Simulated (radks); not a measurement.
Species: Eu+. Configuration: [Kr] 4d10 4f7 5s1 5p6 6s1 6p1 (not the ground configuration).

All-electron calculation, scalar-relativistic Kohn-Sham, TASK exchange with Perdew-Wang LDA correlation, spin-polarised, spherical densities, finite nucleus; open shells are filled with parallel spins first (spin-orbit coupling, left out, can overturn this in heavy ions); meta-GGA in the generalised Kohn-Sham scheme; Fermi nuclear charge, rms radius 5.1115 fm. Program: a radial shooting solver on a logarithmic mesh with Libxc functionals.

Energy parts (hartree):
total: -10841.1155
kinetic: 11611.8550
electron-nucleus: -26398.7600
Hartree: 4186.2414
exchange-correlation: -240.4519

Orbitals (lengths in bohr, moments of r in powers of bohr; r(max) is where P^2 peaks):
| orbital | occ. | eigenvalue (hartree) | r(max) | <1/r> | <r^4> |
|---|---|---|---|---|---|
| 1s up | 1 | -1780.625 | 0.01420 | 70.18 | 1.230e-06 |
| 1s down | 1 | -1780.618 | 0.01420 | 70.18 | 1.230e-06 |
| 2s up | 1 | -293.8086 | 0.08058 | 16.28 | 0.0001970 |
| 2s down | 1 | -293.8056 | 0.08058 | 16.28 | 0.0001970 |
| 2p up | 3 | -261.7895 | 0.06514 | 15.23 | 0.0001466 |
| 2p down | 3 | -261.7858 | 0.06514 | 15.23 | 0.0001466 |
| 3s up | 1 | -65.38015 | 0.2290 | 5.968 | 0.007696 |
| 3s down | 1 | -65.24684 | 0.2288 | 5.978 | 0.007654 |
| 3p up | 3 | -55.37753 | 0.2245 | 5.616 | 0.008063 |
| 3p down | 3 | -55.24290 | 0.2243 | 5.625 | 0.008009 |
| 3d up | 5 | -41.95124 | 0.1839 | 5.323 | 0.006484 |
| 3d down | 5 | -41.84558 | 0.1837 | 5.333 | 0.006419 |
| 4s up | 1 | -13.63253 | 0.5285 | 2.502 | 0.1940 |
| 4s down | 1 | -13.32688 | 0.5283 | 2.500 | 0.1934 |
| 4p up | 3 | -10.32276 | 0.5515 | 2.300 | 0.2552 |
| 4p down | 3 | -10.01245 | 0.5513 | 2.301 | 0.2538 |
| 4d up | 5 | -5.68363 | 0.5746 | 2.019 | 0.4118 |
| 4d down | 5 | -5.35647 | 0.5739 | 2.022 | 0.4118 |
| 5s up | 1 | -2.30000 | 1.224 | 0.9862 | 6.168 |
| 5p up | 3 | -1.44406 | 1.371 | 0.8502 | 11.43 |
| 5p down | 3 | -1.25904 | 1.425 | 0.7985 | 13.52 |
| 4f up | 7 | -0.67039 | 0.5928 | 1.463 | 2.931 |
| 6s up | 1 | -0.42771 | 3.336 | 0.3344 | 337.4 |
| 6p up | 1 | -0.27762 | 3.880 | 0.2882 | 585.2 |

The highest occupied level is 6p up at -7.554 eV. Spin moment in Bohr magnetons: 10. Summed over all electrons, <r^2> = 71.50 bohr^2, which gives a Langevin (diamagnetic) susceptibility term of -56.6 x 10^-6 cm^3/mol.

Empty levels of this run are not shown, since the potential may be unsettled where no density lies.
